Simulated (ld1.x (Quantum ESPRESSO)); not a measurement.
holmium (Ho): from the effect back to the setting (ultrasoft)

Base potential:

* Element: holmium
* Generator: ld1.x (Quantum ESPRESSO) 7.5
* Type: ultrasoft
* Functional: revPBE
* Relativity: scalar-relativistic
* Frozen core: [Kr] 4d10
* Valence charge: 21
* Reference configuration: 4f11 5s2 5p6 5d0 6s1 6p0 (charge +1)
* Partial waves: 5s (bound): rcut 1.90, rcutus 2.05 bohr; 6s (bound): rcut 1.90, rcutus 2.05 bohr; 5p (bound): rcut 2.00, rcutus 2.55 bohr; 6p (bound, empty): rcut 2.00, rcutus 2.55 bohr; 5d (bound, empty): rcut 2.90, rcutus 3.65 bohr; 5d channel at 0.1 Ry: rcut 2.90, rcutus 3.65 bohr; 4f (bound): rcut 1.25, rcutus 1.40 bohr; 4f channel at 0.35 Ry: rcut 1.25, rcutus 1.40 bohr
* Local potential: all-electron potential smoothed inside 3.20 bohr (lloc = -1)
* Core correction: Bessel-smoothed model core, default radius (core density twice the valence density)
* Augmentation charge: PSQ, inside the norm-conserving radii

Cutoffs, loose and tight: the cutoffs (Ry, on a coarse ladder) from which the occupation-weighted sum of valence levels, in a spherical-Bessel basis at the reference potential, stays within 10 and 1 mRy of its value at 400 Ry. They do not see the model core or the augmentation charge, which bear on the density cutoff. Test errors are all-electron minus pseudo excitation energies from the reference, over the configurations 4f11 5s2 5p6 5d0 6s2 6p0; 4f11 5s2 5p6 5d0 6s0 6p0; 4f10 5s2 5p6 5d0 6s0 6p0; 4f12 5s2 5p6 5d0 6s0 6p0; 4f10 5s2 5p6 5d0 6s2 6p0; 4f11 5s2 5p6 5d1 6s1 6p0; 4f10 5s2 5p6 5d1 6s1 6p0; variants that change the core or the reference have their own tests.

Only the scale of all radii but the core radius (base = 1) is moved (3 further runs of the sweep failed or gave no value and are left out):

```tsv
scale of all radii but the core radius (base = 1)	cutoff, loose	cutoff, tight	bound ghosts	largest test error (meV)
0.75	200 Ry	300 Ry	none	-6.7 over the solved tests; test run stopped at test 3 of 7 (negative rho)
0.97	100 Ry	160 Ry	none	-3.1 over the solved tests; test run stopped at test 3 of 7 (negative rho)
1.06	80 Ry	140 Ry	none	test run stopped at test 5 of 7 (negative rho), 3 before it not solved
1.16	70 Ry	110 Ry	none	test run stopped at test 1 of 7 (negative rho)
1.23	50 Ry	80 Ry	none	test run stopped at test 2 of 7 (negative rho), 1 before it not solved
```

Task: One more run gave cutoff, loose: 120 Ry; cutoff, tight: 200 Ry; bound ghosts: none; largest test error (meV): +207 over the solved tests; test run stopped at test 4 of 7 (negative rho). Which value of the scale of all radii but the core radius (base = 1) was used?

Result: 0.92. The loose cutoff moves one way along this sweep, from 200 Ry at 0.75 to 50 Ry at 1.23, which places the run between 0.75 and 0.97.
